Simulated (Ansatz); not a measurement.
The cluster Tl2H2. Charge 0, multiplicity 1. Geometry r2SCAN-D4/def2-TZVPD, that of the charge -1 doublet.

Cartesian coordinates in Å:
```
Tl 0.2636 -0.4214 1.4964
Tl 0.2294 -0.0824 -1.5578
H -1.1476 -0.6194 -0.0559
H 0.6545 1.1232 0.1174
```

In the def2 sets Tl takes a core potential; there is no spin–orbit coupling. The structure comes from a short search, and lower isomers may exist.

Problem. Estimate the orbital energies around the gap (eV) in Ansatz with PBE-D4/def2-TZVPD, r2SCAN-D4/def2-TZVPD, PBE0-D4/def2-TZVPD.

Solution. 
```csv
orbital,PBE-D4/def2-TZVPD,r2SCAN-D4/def2-TZVPD,PBE0-D4/def2-TZVPD
HOMO−5,-15.00,-15.59,-17.10
HOMO−4,-14.90,-15.48,-16.97
HOMO−3,-11.27,-11.64,-12.67
HOMO−2,-8.44,-8.68,-9.35
HOMO−1,-5.94,-6.20,-6.98
HOMO,-4.96,-5.16,-5.76
LUMO,-3.05,-2.87,-2.39
LUMO+1,-1.44,-1.16,-0.81
LUMO+2,-1.43,-1.16,-0.78
LUMO+3,-0.37,0.26,0.08
LUMO+4,-0.28,0.37,0.14
LUMO+5,-0.10,0.43,0.44
```
